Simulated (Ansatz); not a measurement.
Basis-set extrapolation for C3H7AlSi (PBE0-D4/def2-TZVP geometry, frozen core, Ansatz). Multiplicity 1, RHF reference.

|  | def2-TZVPP | def2-QZVPP |
| --- | --- | --- |
| HF | -648.517656 | -648.539074 |
| MP2 correlation | -0.689053 | -0.733918 |
| CCSD(T) correlation | -0.772625 | not run |

Energies in hartree. Use E(X) = E(∞) + A·exp(−7.88·√X) for Hartree–Fock and E(X) = E(∞) + B·X^(−2.97) for correlation, with X = 3 and 4, and add CCSD(T) minus MP2 of the smaller set to the MP2 limit.

Problem. What is the CCSD(T) energy at the basis-set limit?

Solution. HF limit: -648.539074 + (-0.021418) × 0.13774 = -648.54202. MP2 limit: -0.733918 + (-0.044865) × 0.74074 = -0.76715. Higher-order term: -0.772625 − (-0.689053) = -0.08357. Total: -649.39274 hartree, 269.0 kJ/mol below CCSD(T)/def2-TZVPP.
